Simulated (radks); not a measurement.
The numbers below are computed, except where a source is named.
The nuclear charge of the argon ion Ar2+ is varied continuously with 16 electrons held in [Ne] 3s2 3p4. Level of theory: non-relativistic Kohn-Sham, PBE, spin-polarised, spherical densities, point nucleus; open shells are filled with parallel spins first (a radial shooting solver on a logarithmic mesh with Libxc functionals). By the Hellmann-Feynman theorem dE/dZ = E(electron-nucleus)/Z, the electronic potential at the nucleus.

Z      E (hartree)  E(electron-nucleus)/Z (hartree)  HOMO  e(HOMO) (eV)  <r> HOMO (bohr)
17.5    -492.03087                         -66.2570    3p       -25.664            1.592
17.75   -508.74207                         -67.4325    3p       -29.721            1.534
18      -525.74704                         -68.6072    3p       -33.989            1.480
18.25   -543.04561                         -69.7813    3p       -38.467            1.431
18.5    -560.63763                         -70.9548    3p       -43.153            1.385
18.75   -578.52297                         -72.1278    3p       -48.044            1.343
19      -596.70151                         -73.3004    3p       -53.139            1.303

The central difference of E at Z = 18 is -68.607 hartree, to compare with the third column; the second derivative is -4.7 hartree.
